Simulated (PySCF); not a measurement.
Compound: C4H9FO3Si.
Z-matrix (Å and degrees, GFN2-xTB geometry), rows numbered from 1:
```
F 
C   1  1.3780
C   2  1.5296  1  109.96
O   3  1.4177  2  111.65  1    75.55
C   4  1.3794  3  112.91  2    53.64
O   5  1.3745  4  110.04  3    64.70
Si  6  1.6321  5  126.24  4   173.04
O   5  1.3888  4  112.82  3   -60.46
C   8  1.4172  5  112.91  4    59.63
H   2  1.0970  1  105.92  3  -119.60
H   3  1.0973  2  108.96  1  -162.69
H   3  1.0908  2  110.66  1   -41.44
H   5  1.0989  4  105.78  3  -175.24
H   7  1.4641  6  111.34  5    60.42
H   7  1.4546  6   97.42  5   178.86
H   7  1.4620  6  109.85  5   -60.98
H   9  1.0911  2  110.61  1    41.23
H   9  1.0980  2  108.56  1   161.95
```

Definitions: NICS(0) = −σiso at the ring centroid; NICS(1) = −σiso and NICS(1)zz = −σzz at ±1 Å along the ring normal z. Level: GIAO PBE0/pcSseg-1 (PySCF, non-relativistic, gas phase) on the GFN2-xTB geometry, one conformer.

Ring bond lengths (Å), with Mayer bond orders in brackets: C2–C3 1.530 (0.99), C3–O4 1.418 (0.91), O4–C5 1.379 (1.02), C5–O8 1.389 (0.99), O8–C9 1.417 (0.91), C9–C2 1.530 (0.99).

What do the NICS probes read (ppm)?

```
             ring                                               type  NICS(0)  NICS(1), two faces  NICS(1)zz, two faces  rms pucker (Å)  centre to ring atoms, mean (Å)
C2–C3–O4–C5–O8–C9  6-membered ring with 2 O; formal bonds all single     -0.9         -1.4 / -0.1             2.4 / 3.7            0.21                            1.40
```

What can be read from them?

- C2–C3–O4–C5–O8–C9: mean NICS(1)zz 3.0 ppm, deshielded. C2, C3, C5, C9 have four or more neighbours, so the value isn't read as a sign of a π ring current.

List the ring angles and the Hirshfeld charges of the ring atoms.

- C2–C3–O4–C5–O8–C9: C2 109.9° (+0.053 e), C3 111.6° (-0.010 e), O4 112.9° (-0.149 e), C5 112.8° (+0.168 e), O8 112.9° (-0.149 e), C9 112.1° (-0.010 e); sum 672.2° against 720° for a flat convex ring.

How shielded are the nuclei of the rings and their hydrogens (means over atoms taken as equivalent)?

| atoms | environment | σ isotropic (ppm) | principal values of the symmetric part, first atom (ppm) |
| --- | --- | --- | --- |
| C2 | sp3 C–F carbon | 99.3 | 66.1, 80.4, 151.3 |
| C3 (×2) | sp3 carbon bound to oxygen | 123.0 | 107.2, 114.7, 146.5 |
| O4 (×2) | cyclic ether oxygen | 263.5 | 181.9, 277.5, 328.6 |
| C5 | sp3 carbon bearing three or more oxygens | 79.4 | 58.9, 86.2, 93.2 |
| H10 | methine hydrogen | 27.48 | 23.0, 28.2, 31.2 |
| H11 (×2) | methylene hydrogen | 27.32 | 23.3, 26.7, 31.6 |
| H12 (×2) | methylene hydrogen | 27.51 | 23.4, 26.2, 33.0 |
| H13 | methine hydrogen | 25.95 | 22.4, 24.4, 31.0 |

Time: 71 s; peak memory 0.93 GiB. Hardware: Arm Neoverse N1, one thread, no GPU, shared host with 64 logical CPUs at a one-minute load of 61. This is the whole shielding run at PBE0/pcSseg-1, SCF included.
